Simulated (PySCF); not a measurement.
C$_{5}$H$_{9}$NO, singlet, geometry from GFN2-xTB; WB97X/6-31G run with PySCF.

PySCF was given this input:
```python
from pyscf import gto, scf, dft

mol = gto.Mole()
mol.atom = '''
    C     2.10718030   -0.10566990    0.05077275
    N     0.69270521    0.08905907   -0.09332066
    C     0.14997135    0.98033666   -1.08972839
    C    -1.32752946    1.09849129   -0.69883366
    C    -1.60250964   -0.19679329    0.06324944
    C    -0.23541035   -0.62430679    0.57963264
    O    -0.00257823   -1.45674522    1.42691988
    H     2.59806457    0.83177957    0.32361649
    H     2.54565104   -0.47833752   -0.87929269
    H     2.25899065   -0.83912003    0.84118692
    H     0.27013507    0.54960589   -2.09371243
    H     0.67024368    1.94223616   -1.06616009
    H    -1.46840915    1.95525366   -0.03929380
    H    -1.97158737    1.22354647   -1.56688659
    H    -2.30886961   -0.08111558    0.88246881
    H    -1.97274293   -0.98564829   -0.59459778
'''
mol.basis = '6-31g'
mol.verbose = 4
mol.build()

mf = dft.RKS(mol)
mf.xc = 'wb97x'
mf.grids.radi_method = dft.radi.delley
mf.kernel()
mf.analyze()
```

Task: Predict the main parts of the log of this PySCF run.

Result: 
```
PySCF version 2.14.0

[INPUT] verbose = 4
[INPUT] num. atoms = 16
[INPUT] num. electrons = 54
[INPUT] charge = 0
[INPUT] spin (= nelec alpha-beta = 2S) = 0
[INPUT] symmetry False subgroup None
[INPUT] Mole.unit = angstrom
[INPUT] Symbol           X                Y                Z      unit          X                Y                Z       unit  Magmom
[...]
nuclear repulsion = 317.328638463402
number of shells = 53
number of NR pGTOs = 190
number of NR cGTOs = 81
basis = 6-31g
ecp = {}

******** <class 'pyscf.dft.rks.RKS'> ********
method = RKS
initial guess = minao
damping factor = 0
level_shift factor = 0
DIIS = <class 'pyscf.scf.diis.CDIIS'>
diis_start_cycle = 1
diis_space = 8
diis_damp = 0
SCF conv_tol = 1e-09
SCF conv_tol_grad = None
SCF max_cycles = 50
direct_scf = True
direct_scf_tol = 1e-13
XC library pyscf.dft.libxc version 7.1.2
    S. Lehtola, C. Steigemann, M. J. T. Oliveira, and M. A. L. Marques,  SoftwareX 7, 1–5 (2018)
XC functionals = wb97x
    J.-D. Chai and M. Head-Gordon,  J. Chem. Phys. 128, 084106 (2008)
radial grids: B. Delley radial grids. Ref. JCP 104, 9848 (1996); DOI:10.1063/1.471749. log2 algorithm
becke partition: Becke, JCP 88, 2547 (1988); DOI:10.1063/1.454033
pruning grids: <function nwchem_prune>
grids dens level: 3
symmetrized grids: False
atomic radii adjust function: <function treutler_atomic_radii_adjust>
small_rho_cutoff = 0
Set gradient conv threshold to 3.16228e-05
Initial guess from minao.
tot grids = 200712
init E= -327.242760155483
[...]
cycle= 1 E= -325.594811862611  delta_E= 1.65  |g|= 0.851  |ddm|= 3.73
[...]
cycle= 2 E= -325.426838340301  delta_E= 0.168  |g|= 1.34  |ddm|= 2.76
[...]
cycle= 3 E= -325.760986875489  delta_E= -0.334  |g|= 0.0629  |ddm|= 1.67
[...]
cycle= 4 E= -325.761742336946  delta_E= -0.000755  |g|= 0.0465  |ddm|= 0.106
[...]
cycle= 5 E= -325.762203380133  delta_E= -0.000461  |g|= 0.00681  |ddm|= 0.0457
[...]
cycle= 6 E= -325.76222272459  delta_E= -1.93e-05  |g|= 0.0035  |ddm|= 0.0206
[...]
cycle= 7 E= -325.762227419112  delta_E= -4.69e-06  |g|= 0.000785  |ddm|= 0.00958
[...]
cycle= 8 E= -325.762227852718  delta_E= -4.34e-07  |g|= 0.000229  |ddm|= 0.00396
[...]
cycle= 9 E= -325.762227873112  delta_E= -2.04e-08  |g|= 6.27e-05  |ddm|= 0.00065
[...]
cycle= 10 E= -325.762227874657  delta_E= -1.55e-09  |g|= 6.58e-06  |ddm|= 0.000187
[...]
cycle= 11 E= -325.762227874695  delta_E= -3.82e-11  |g|= 2.91e-06  |ddm|= 2.34e-05
[...]
Extra cycle  E= -325.762227874701  delta_E= -5.34e-12  |g|= 1.97e-06  |ddm|= 8.02e-06
converged SCF energy = -325.762227874701
**** SCF Summaries ****
Total Energy =                        -325.762227874700727
Nuclear Repulsion Energy =             317.328638463402001
One-electron Energy =                -1069.306504396912260
Two-electron Energy =                  426.215638058809532
Two-electron Coulomb Energy =          472.231048568727942
DFT Exchange-Correlation Energy =      -46.015410509918425
HOMO-LUMO gap [eV] =                    12.522125294177458
**** MO energy ****
[...]
 ** Mulliken pop on meta-lowdin orthogonal AOs  **
 ** Mulliken pop  **
 ** Mulliken atomic charges  **
charge of    0C =     -0.24495
charge of    1N =     -0.12111
charge of    2C =     -0.11144
charge of    3C =     -0.20052
charge of    4C =     -0.23822
charge of    5C =      0.34461
charge of    6O =     -0.47797
charge of    7H =      0.11199
charge of    8H =      0.10936
charge of    9H =      0.14448
charge of   10H =      0.09772
charge of   11H =      0.10874
charge of   12H =      0.11104
charge of   13H =      0.11313
charge of   14H =      0.12898
charge of   15H =      0.12414
Dipole moment(X, Y, Z, Debye):  0.02892,  2.82710, -3.00403
```
